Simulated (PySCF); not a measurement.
Excitation energy of C²⁺ by level of theory

C²⁺ [He] 2s2 (1S) → C²⁺ [He] 2s1 3s1 (3S), as a difference of total energies. All numbers are calculated (PySCF 2.14, the spin-free X2C one-electron Hamiltonian (Gaussian nucleus), in x2c-TZVPPall with one added diffuse shell each of s, p, d type (6s4p3d1f, 40 functions)). Correlated levels: valence: 1s2 frozen. The calculations carry no spin-orbit coupling.

```tsv
method	excitation energy (eV)
UHF	27.779
MP2 (valence)	28.820
SCS-MP2 (valence)	29.132
CCSD (valence)	29.456
```

Q: How much does correlation contribute at MP2 (valence)?

A: 28.820 − (27.779) = 1.041 eV, measured against UHF.

The promoted electron is Rydberg-like, and one or two diffuse shells describe it only roughly, which tends to raise the upper state.

With two correlated electrons CCSD is exact in that space.

The coupled-cluster amplitudes are large for the lower state (T1 above 0.03 or a double amplitude above 0.15), so a single reference is strained.
